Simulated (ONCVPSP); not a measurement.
## La: one change to an ONCV potential, before and after

lanthanum (La), optimised norm-conserving Vanderbilt (ONCV), made with ONCVPSP 4.0.1 (PBEsol, scalar-relativistic). Core [Kr] 4d10, reference 5s2 5p6 5d1 6s1.5 6p0.5. Waves: 5s+6s: rc 2.50 bohr, ncon 4, nbas 8, qcut 4.3 1/bohr, 2 projectors; 5p+6p: rc 2.50 bohr, ncon 3, nbas 7, qcut 4.8 1/bohr, 2 projectors; 5d: rc 4.00 bohr, ncon 3, nbas 8, qcut 3.6 1/bohr, 2 projectors, debl 2.3 Ha; f scattering state at 0.04 Ha: rc 4.25 bohr, ncon 4, nbas 7, qcut 2.7 1/bohr, 1 projector. Local part: polynomial inside 1.60 bohr (lpopt 5, dvloc0 1 Ha). Core correction: Teter function, fcfact 2.5, rcfact 1.65.

In the f channel the program set the typed energies aside and used -0.182 Ha.

Change: d: qcut 4.8.

Cutoffs: the cutoffs (Ha) at which the residual kinetic energy of the hardest occupied pseudo-wave falls to 1 and 0.1 mHa per electron; they do not see the model core or the augmentation charge, which bear on the density cutoff. Errors are all-electron minus pseudo energies relative to the spin-unpolarised reference configuration.

Task: What does the change do?

Result: The potential gets neither clearly harder nor softer (6.8 Ha and 8.7 Ha → 6.8 Ha and 8.7 Ha); the s channel sets the loose cutoff, while the largest relative change is in d, which becomes harder; of the 4 tests that both files solve, the error grows in 0 and shrinks in 1 by more than 15 % and 0.3 meV (median size 6.5 → 5.2 meV); the range in which the d phases agree widens (upper end 0.3 → 4.3); neither file shows a bound ghost.

| quantity | base | changed |
| --- | --- | --- |
| cutoff, loose | 6.8 Ha | 6.8 Ha |
| cutoff, tight | 8.7 Ha | 8.7 Ha |
| loose cutoff by channel | s 6.8 Ha, p 4.9 Ha, d 4.3 Ha | s 6.8 Ha, p 4.9 Ha, d 5.4 Ha |
| bound ghosts | none | none |
| GHOST(+) flags under 300 eV | s at 45.6 eV | s at 45.6 eV |
| error for 5s2 5p6 5d1 6s2 6p0, meV [ΔE -1.19 eV] | -0.2 | -0.1 |
| error for 5s2 5p6 5d1 6s1 6p0, meV [ΔE 4.81 eV] | -1.2 | -1.3 |
| error for 5s2 5p6 5d1 6s0 6p0, meV [ΔE 15.65 eV] | -14 | -9.0 |
| error for 5s2 5p6 5d2 6s0 6p0, meV [ΔE 4.86 eV] | +12 | -13 |
| s: phases at 2.54 bohr within 0.05 rad from the reference energy up to (Ha; the scan ends near 5) | 1.5 | 1.5 |
| p: phases at 2.54 bohr within 0.05 rad from the reference energy up to (Ha; the scan ends near 5) | 3.3 | 3.3 |
| d: phases at 4.07 bohr within 0.05 rad from the reference energy up to (Ha; the scan ends near 5) | 0.3 | 4.3 |
| f: phases at 4.32 bohr within 0.05 rad from the reference energy up to (Ha; the scan ends near 5) | -0.1 | -0.1 |
| rms error of d²Exc/dni dnj with the model core, mHa | 1.16 | 1.09 |
